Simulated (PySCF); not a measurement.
**Computed vibrations of Pb(SH)2**

Pb(SH)2 (singlet). PySCF 2.14.0, RKS PBE0, Pb def2-SVP with ECP60, S def2-SVP, H def2-SVP; non-relativistic Hamiltonian with scalar-relativistic core potentials where named; density fitting; no spin-orbit coupling. Central differences of gradients.

```xyz
5

Pb    0.0000    0.0000   -0.4185
S     1.8284   -0.1199    1.3481
H     2.8092   -0.2000    0.4200
S    -1.8284    0.1199    1.3481
H    -2.8092    0.2000    0.4200
```

Run from Python with OMP_NUM_THREADS=2. Where DIIS fails, smearing, a level shift and second-order steps follow.
It took 20 s on 2 threads of Arm Neoverse V1, with other jobs on the host.

(1) What are the harmonic wavenumbers and infrared intensities?

(2) Is this a minimum?

## Answers

(1) Negative numbers are unstable modes, those under 60 cm⁻¹ near the noise; a finer grid moves soft modes by up to 10 cm⁻¹.
```tsv
cm⁻¹	km/mol
95	0.6
237	0.0
307	48.4
311	29.7
314	22.9
596	20.2
675	1.8
2705	0.1
2705	2.1
```

(2) Yes. Ideal gas at 298.15 K and 1 bar: S = 332.8 J/(mol K), Cp = 77.7 J/(mol K), H − H(0 K) = 17.2 kJ/mol (rigid rotor, harmonic modes, spin degeneracy alone).
